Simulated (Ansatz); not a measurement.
Potential energy curve for SMILES [BeH2] (H2Be). The Be1–H3 bond (Be1 also carries H; H3 carries nothing else) is pulled apart rigidly from the PBE0/def2-TZVP optimised geometry.

- UHF/cc-pVQZ (Ansatz, a first-principles code)
- UCCSD = CCSD on UHF/cc-pVQZ, frozen core (Ansatz)
- RCCSD = Ansatz with CCSD on RHF/cc-pVQZ, frozen core

Total energies in hartree (comparable only within one method and basis):

```csv
R / Å,UHF,UCCSD,RCCSD
0.99,-15.71592,-15.79555,-15.79555
1.06,-15.74093,-15.82014,-15.82014
1.14,-15.75899,-15.83784,-15.83784
1.20,-15.76699,-15.84567,-15.84567
1.25,-15.77086,-15.84945,-15.84945
1.30,-15.77269,-15.85124,-15.85124
1.34,-15.77294,-15.85149,-15.85149
1.38,-15.77228,-15.85087,-15.85087
1.41,-15.77128,-15.84991,-15.84991
1.47,-15.76817,-15.84696,-15.84696
1.54,-15.76308,-15.84212,-15.84212
1.66,-15.75177,-15.83148,-15.83148
1.81,-15.73499,-15.81593,-15.81593
2.01,-15.71086,-15.79414,-15.79414
2.18,-15.69129,-15.77626,-15.77633
2.38,-15.67602,-15.75707,-15.75731
2.64,-15.66492,-15.73621,-15.73662
2.97,-15.65825,-15.71704,-15.71734
3.25,-15.65571,-15.70696,—
3.65,-15.65418,-15.70028,—
4.10,-15.65362,-15.69823,—
4.68,-15.65342,-15.69770,—
```

Dashes: no converged value, or the column stops at the first point that the program doubted or that broke a chosen test of continuity, which isn't proof of a fault.

The unrestricted determinant behind UHF, UCCSD is spin-contaminated at 2.18 to 4.68 Å (<S²> up to 1.0, against 0.00 for a pure singlet). The T1 diagnostic of CCSD on the restricted reference of RCCSD exceeds 0.045 at 2.97 to 4.68 Å.
